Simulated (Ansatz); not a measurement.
Isolated molecules relaxed with PBE0-D4/def2-TZVP in Ansatz; ΔE leaves out vibrations. CBS: MP2 limit from def2 TZ/QZ plus the TZ coupled-cluster correction, frozen cores. This one scheme is used for every species. Functionals use def2-TZVPP. def2 core potentials past Kr. For Sn outer-core shells are correlated without core-valence functions, which leaves a few kJ/mol of doubt a bond. One conformer a species, not always the lowest.

Consider the formal exchange of groups at the Si–Al bond: `C[SiH](C)[AlH][NH2]` + `[SnH4]` → `C[SiH](C)[SnH3]` + `[NH2][AlH2]`.

```
             level  ΔE (kcal/mol)  difference from CCSD(T)/CBS
            PBE-D4           -6.1                          2.5
         r2SCAN-D4           -6.9                          1.7
           PBE0-D4           -6.4                          2.2
           ωB97X-V           -6.8                          1.8
           ωB97M-V           -8.1                          0.5
               PBE           -5.8                          2.8
            r2SCAN           -6.9                          1.7
              PBE0           -6.2                          2.4
     HF/def2-TZVPP           -7.2                          1.4
    MP2/def2-TZVPP           -8.9                         -0.3
   CCSD/def2-TZVPP           -6.9                          1.7
CCSD(T)/def2-TZVPP           -6.7                          1.9
     HF/def2-QZVPP           -7.4                          1.2
    MP2/def2-QZVPP          -10.0                         -1.4
SCS-MP2/def2-QZVPP           -9.2                         -0.6
      HF/CBS(def2)           -7.4                          1.2
       CCSD(T)/CBS           -8.6                            0
```

Largest T1 diagnostic among the species: 0.013.
